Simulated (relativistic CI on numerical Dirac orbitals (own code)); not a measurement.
# Pt70+: computed level list

Computed by Dirac-Coulomb-Breit CI, orbitals from a KLI potential per configuration, model QED, unscaled Slater integrals (own radial code, finite nucleus).

Configuration list (outside the closed core 1s2): 2s2.2p4, 2s.2p5, 2p6, 2p5.3s, 2s2.2p3.3s, 2p5.3p, 2s2.2p3.3p, 2p5.3d, 2s2.2p3.3d, 2s.2p4.3s, 2s.2p4.3p, 2s.2p4.3d, 2s2.2p3.4s, 2s2.2p3.4p, 2s2.2p3.4d, 2s2.2p3.4f, 2s2.2p2.3s2, 2s2.2p2.3s.3p, 2s.2p4.4s, 2s2.2p3.5s, 2s2.2p2.3s.3d, 2s.2p4.4p, 2s2.2p3.5p, 2s2.2p2.3p2, 2s2.2p3.5d, 2s2.2p3.5f, 2s.2p4.4d, 2s2.2p3.5g, 2s.2p4.4f, 2s2.2p2.3p.3d, 2s.2p3.3s2, 2s2.2p2.3d2, 2s.2p3.3s.3p, 2s.2p3.3s.3d, 2s.2p3.3p2, 2s.2p4.5s. Levels of other configurations are missing.

The lowest level is 2s2.2p4 3P_2, with 68 % of that term; Hund's rules for 2s2.2p4 give 3P with J = 2, in agreement.

| No. | Configuration | Term | J | E (eV) | % | Landé g | Lifetime (s) | jj configuration (%) |
| --- | --- | --- | --- | --- | --- | --- | --- | --- |
| 1 | 2s2.2p4 | 3P | 2 | 0.0 | 68 | 1.299 |  | 2p3/2^2 (100) |
| 2 | 2s2.2p4 | 1S | 0 | 66.2 | 65 |  | 9.72e-03 | 2p3/2^2 (100) |
| 3 | 2s2.2p4 | 3P | 1 | 1788.5 | 100 | 1.465 | 1.69e-11 | 2p1/2 2p3/2^3 (100) |
| 4 | 2s2.2p4 | 1D | 2 | 1807.4 | 68 | 1.117 | 3.82e-11 | 2p1/2 2p3/2^3 (100) |
| 5 | 2s.2p5 | 3P° | 2 | 2232.6 | 100 | 1.457 | 5.92e-14 | 2s 2p3/2^3 (100) |
| 6 | 2s.2p5 | 1P° | 1 | 2324.3 | 63 | 1.147 | 2.40e-14 | 2s 2p3/2^3 (100) |
| 7 | 2s2.2p4 | 3P | 0 | 3625.4 | 65 |  | 5.08e-12 | 2p3/2^4 (99) |
| 8 | 2s.2p5 | 3P° | 0 | 4034.6 | 100 |  | 2.97e-14 | 2s 2p1/2 2p3/2^4 (100) |
| 9 | 2s.2p5 | 3P° | 1 | 4074.6 | 63 | 1.262 | 2.77e-14 | 2s 2p1/2 2p3/2^4 (100) |
| 10 | 2p6 | 1S | 0 | 4598.2 | 99 |  | 1.46e-14 | closed (99) |
| 11 | 2s2.2p3.3s | 3P° | 2 | 9614.2 | 49 | 1.475 | 6.60e-15 | 2p3/2 3s (100) |
| 12 | 2s2.2p3.3s | 1P° | 1 | 9624.1 | 32 | 1.133 | 2.83e-15 | 2p3/2 3s (100) |
| 13 | 2s2.2p3.3p | 3P | 1 | 9747.8 | 32 | 1.463 | 4.88e-13 | 2p3/2 3p1/2 (100) |
| 14 | 2s2.2p3.3p | 3D | 2 | 9749.0 | 26 | 1.144 | 3.00e-13 | 2p3/2 3p1/2 (100) |
| 15 | 2s2.2p3.3p | 3D | 3 | 10260.2 | 51 | 1.312 | 2.48e-13 | 2p3/2 3p3/2 (100) |
| 16 | 2s2.2p3.3p | 3P | 1 | 10260.9 | 34 | 1.322 | 2.47e-13 | 2p3/2 3p3/2 (100) |
| 17 | 2s2.2p3.3p | 3P | 2 | 10292.4 | 45 | 1.306 | 2.62e-13 | 2p3/2 3p3/2 (100) |
| 18 | 2s2.2p3.3p | 3P | 0 | 10320.9 | 69 |  | 1.31e-13 | 2p3/2 3p3/2 (100) |
| 19 | 2s2.2p3.3d | 3D° | 2 | 10388.4 | 33 | 1.027 | 5.51e-15 | 2p3/2 3d3/2 (100) |
| 20 | 2s2.2p3.3d | 3F° | 3 | 10397.0 | 27 | 1.060 | 2.14e-14 | 2p3/2 3d3/2 (99) |
| 21 | 2s2.2p3.3d | 3D° | 1 | 10401.2 | 35 | 1.064 | 1.96e-15 | 2p3/2 3d3/2 (100) |
| 22 | 2s2.2p3.3d | 3P° | 0 | 10405.9 | 65 |  | 5.25e-13 | 2p3/2 3d3/2 (100) |
| 23 | 2s2.2p3.3d | 3F° | 4 | 10516.3 | 52 | 1.230 | 4.12e-12 | 2p3/2 3d5/2 (100) |
| 24 | 2s2.2p3.3d | 3D° | 2 | 10529.2 | 34 | 1.213 | 7.74e-16 | 2p3/2 3d5/2 (100) |
| 25 | 2s2.2p3.3d | 3D° | 3 | 10546.0 | 48 | 1.203 | 3.45e-16 | 2p3/2 3d5/2 (99) |
| 26 | 2s2.2p3.3d | 3D° | 1 | 10560.1 | 32 | 1.077 | 5.14e-16 | 2p3/2 3d5/2 (100) |
| 27 | 2s2.2p3.3s | 5S° | 2 | 11385.9 | 55 | 1.572 | 1.18e-14 | 2p1/2 2p3/2^2 3s (100) |
| 28 | 2s2.2p3.3s | 3S° | 1 | 11399.2 | 55 | 1.292 | 2.67e-15 | 2p1/2 2p3/2^2 3s (100) |
| 29 | 2s2.2p3.3s | 3D° | 3 | 11410.7 | 100 | 1.294 | 9.14e-15 | 2p1/2 2p3/2^2 3s (100) |
| 30 | 2s2.2p3.3s | 1D° | 2 | 11420.5 | 67 | 1.014 | 2.93e-15 | 2p1/2 2p3/2^2 3s (100) |

Energies count from the lowest computed level; ° marks odd parity; lifetimes are radiative, by E1, M1, E2, M2 decay to levels of this space only. Filled j subshells are mostly left out of the jj labels.

The mean weight of the leading LS term, summed over parents, in these 30 levels is 58 %, and that of the leading jj configuration (from the same eigenvectors) 100 %, so jj coupling describes them better and the LS labels are nominal.

At this charge energies of transitions that change n are usually good to better than 1 %, and those within a shell (Δn = 0) to a few per cent.

LS names give the leading component of a level, which can be under half, so a name can repeat, a term be missing and a line seem to break the LS rules.
